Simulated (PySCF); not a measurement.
Tc²⁺ (technetium, charge +2) across methods

[Kr] 4d4 5s1, high-spin 6D determinant (an excited configuration). Computed with PySCF 2.14 in aug-cc-pVTZ-PP with one added diffuse shell each of s, p, d, f, g type with ECP28MDF (7s7p6d4f3g, 113 functions), with scalar relativity through the core potential.

```
 method  E (hartree)  mean ε 4p β (eV)  mean ε 4d α (eV)  mean ε 5s α (eV)  Σ⟨r²⟩ (bohr²)   ⟨S²⟩
    PBE     -79.4202           -63.544           -26.846           -20.864          31.68  8.750
    UHF    -78.91324           -71.883           -33.617           -23.292          31.88  8.753
    LDA     -79.2145           -63.527           -26.843           -21.176          31.78  8.750
LC-wPBE     -79.4365           -68.769           -31.506           -23.864          31.55  8.751
   PBE0     -79.4114           -65.982           -28.725           -21.589          31.63  8.751
  TPSSh     -79.3932           -64.710           -27.610           -20.995          31.66  8.751
 r2SCAN     -79.4581           -64.353           -27.373           -21.112          31.53  8.751
```

(1) Estimate the same row for B3LYP.

Energies and moments cover only the electrons outside the core potential.

Answers

(1) E (hartree) = -79.4362; mean ε 4p β (eV) = -65.595; mean ε 4d α (eV) = -28.211; mean ε 5s α (eV) = -21.449; Σ⟨r²⟩ (bohr²) = 31.66; ⟨S²⟩ = 8.750.
